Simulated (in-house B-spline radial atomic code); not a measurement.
Configurations of Co, with energies counted from [Ar] 3d7 4s2. Method: scalar-relativistic (X2C) B97-1, spin-polarised, spherical fractional occupations, Fermi nucleus of rms radius 3.7875 fm. Calculated with a B-spline radial code for spherical atoms. Shells without spins written out take the highest spin.

Caution: exact exchange at fractional occupations of open shells leaves self-interaction of up to several eV.

Occupations are held fixed; configurations that lie above the ionisation limit could autoionise.

```
            configuration  E - E(ref) (eV)  highest orbital  its <r> (bohr)
[Ar] 3d(3 up, 4 down) 4s2           4.0436            4s up           2.935
         [Ar] 3d7 4s1 5d1           7.5744            5d up           19.39
         [Ar] 3d6 4s2 5d1           10.883            5d up           18.54
 [Ne] 3s2 3p5 3d7 4s2 4p1           68.235            4p up           3.595
 [Ne] 3s2 3p5 3d7 4s2 4d1           72.002            4d up           10.31
 [Ne] 3s2 3p5 3d7 4s2 5d1           72.513            5d up           18.53
```

Task: Order these further configurations by energy, lowest first.
A. [Ar] 3d(4 up, 2 down) 4s2 4f(0 up, 1 down)
B. [Ar] 3d7 4s1 4p1
C. [Ar] 3d6 4s2 4f1
D. [Ne] 3s2 3p5 3d8 4s2
E. [Ar] 3d(5 up, 1 down) 4s2 4d(1 up, 0 down)

Result: B (4.0052 eV), E (10.372 eV), C (11.05 eV), A (17.538 eV), D (60.104 eV).

Task: How far above the reference does [Ne] 3s2 3p(2 up, 3 down) 3d(3 up, 4 down) 4s2 5d(1 up, 0 down) lie?

Result: 78.529 eV; its least bound orbital is 5d up with <r> = 18.81 bohr.

Task: How far above the reference does [Ne] 3s2 3p(3 up, 2 down) 3d(3 up, 4 down) 4s2 4p(0 up, 1 down) lie?

Result: 75.891 eV; its least bound orbital is 4p down with <r> = 3.634 bohr.
